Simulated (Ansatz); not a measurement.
Coupled-cluster diagnostics for Cu3O2 (the lowest doublet isomer of a short search), Ansatz.

Geometry of the doublet (B3LYP-D4/def2-SVP):

```tsv
atom	x (Å)	y (Å)	z (Å)
Cu1	-0.8655	1.0844	0.0528
Cu2	-0.1283	-0.9420	-1.0119
Cu3	0.9938	-0.1424	0.9591
O4	-0.8766	-0.7386	0.7986
O5	0.8766	0.7386	-0.7986
```

Correlated methods freeze 29 core orbitals. The structure comes from a short search, and lower isomers may exist.

Q: Estimate the CCSD(T) correlation energy, the shares of MP2 and (T), T1 and the reference's ⟨S²⟩ for: charge 0, doublet, own geometry in def2-SVP; and the rough time on 4 threads of AMD EPYC 9R45 on a shared host.

A: 
```
                          state     basis  correlation (eV)  MP2 share (%)  (T) share (%)     T1  ⟨S²⟩ (pure)  wall time   remarks
charge 0, doublet, own geometry  def2-SVP           -35.141          102.4            4.9  0.054  0.85 (0.75)       21 s  large T1
```
Customary marks for T1 are 0.02 (closed shells), 0.045 (open shells) and about 0.05 (3d metals). T1 exceeds 0.02 in 1 of 1 rows and 0.045 in 1; the higher it lies, the less the single-reference result can be trusted.
